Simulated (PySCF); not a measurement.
C4H4ClF. Atoms are numbered in the order given.

```xyz
10

C      2.5027    -0.2044    -1.5334
C      1.4040    -0.4161    -0.8567
C      0.2818    -0.6020    -0.1992
F      0.1832    -1.5332     0.7706
C     -0.9800     0.1501    -0.4361
Cl    -1.4219     1.1882     0.9862
H      2.7153    -0.7387    -2.4677
H      3.2576     0.5130    -1.1883
H     -1.8187    -0.5455    -0.5826
H     -0.8825     0.8047    -1.3096
```

The structure is a stationary point at B3LYP-D3(BJ)/def2-SVP. The structure was generated by enumeration, and PubChem lists no compound with its InChIKey, so it may never have been made. Other conformers were not sampled.

The numbers are results of TDA-PBE/def2-SVPD (PySCF), not measurements.

Vertical excitations. 

Computed lowest excited states:
| state | energy (eV) | λ (nm) | f | main pairs |
|---|---|---|---|---|
| S1 | 4.67 | 266 | 0.008 | HOMO→LUMO 94 % |
| S2 | 5.32 | 233 | 0.002 | HOMO−1→LUMO 60 %, HOMO−2→LUMO 34 % |
| S3 | 5.43 | 228 | 0.000 | HOMO−2→LUMO 55 %, HOMO−1→LUMO 19 %, HOMO−3→LUMO 14 % |
| S4 | 5.73 | 216 | 0.005 | HOMO−1→LUMO+1 90 % |
| S5 | 5.87 | 211 | 0.198 | HOMO→LUMO+1 46 %, HOMO→LUMO+2 26 % |
| S6 | 5.90 | 210 | 0.002 | HOMO−2→LUMO+1 90 % |
| S7 | 6.17 | 201 | 0.010 | HOMO−3→LUMO+1 74 % |
| S8 | 6.45 | 192 | 0.121 | HOMO→LUMO+2 45 %, HOMO→LUMO+3 35 %, HOMO→LUMO+1 11 % |
| S9 | 6.97 | 178 | 0.020 | HOMO−1→LUMO+2 66 %, HOMO→LUMO+3 15 %, HOMO→LUMO+4 12 % |
| S10 | 6.99 | 177 | 0.038 | HOMO→LUMO+4 31 %, HOMO−1→LUMO+2 31 %, HOMO→LUMO+3 25 % |
| T1 | 4.11 | 302 | 0 | HOMO→LUMO 60 %, HOMO→LUMO+1 33 % |
| T2 | 4.29 | 289 | 0 | HOMO→LUMO+1 53 %, HOMO→LUMO 40 % |
| T3 | 4.49 | 276 | 0 | HOMO−1→LUMO 39 %, HOMO−3→LUMO 37 %, HOMO→LUMO+1 9 %, HOMO−2→LUMO 9 % |
| T4 | 5.19 | 239 | 0 | HOMO−2→LUMO 41 %, HOMO−1→LUMO 41 %, HOMO−1→LUMO+1 10 %, HOMO−3→LUMO 7 % |
Triplets are in the Tamm–Dancoff approximation.
